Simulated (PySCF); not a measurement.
**UHF on Mn (manganese, neutral)**

Configuration: [Ar] 3d5 4s2, high-spin 6S determinant. Computed with PySCF 2.14 in 6-31G*, with the non-relativistic Hamiltonian (point nucleus).

| Item | Value |
| --- | --- |
| Total energy | -1149.719504 hartree |
| One-electron energy | -1585.3682 hartree |
| Hartree (Coulomb) energy | 486.6651 hartree |
| Exchange energy | -51.0164 hartree |
| Kinetic energy | 1149.56764 hartree |
| ⟨S²⟩ | 8.7671 |
| ⟨L²⟩ | 0.000 |
| Sum of ⟨r⟩ | 21.76 bohr |
| Sum of ⟨r²⟩ | 43.17 bohr² |
| Density at the nucleus (Gaussians lack the cusp) | 9930 bohr⁻³ |
| Spin density at the nucleus | 0.481 bohr⁻³ |
| Langevin diamagnetic susceptibility | -34.2 ×10⁻⁶ cm³/mol |
| Time after the integrals | 0.08 s of wall time on 1 thread of Neoverse-V2 (shared host) |

```
shell  electrons  mean orbital energy (eV)  rms radius, mean of both spins (bohr)
 1s α          1                   -6544.6                                 0.0713
 1s β          1                   -6544.5                                 0.0713
 2s α          1                   -793.72                                  0.305
 2s β          1                   -790.11                                  0.305
 2p α          3                   -676.80                                  0.274
 2p β          3                   -673.26                                  0.274
 3s α          1                   -109.10                                  0.924
 3s β          1                   -97.957                                  0.924
 3p α          3                   -73.938                                  0.993
 3p β          3                   -60.391                                  0.993
 3d α          5                   -16.864                                   1.24
 4s α          1                    -7.254                                   3.69
 4s β          1                    -6.102                                   3.69
```
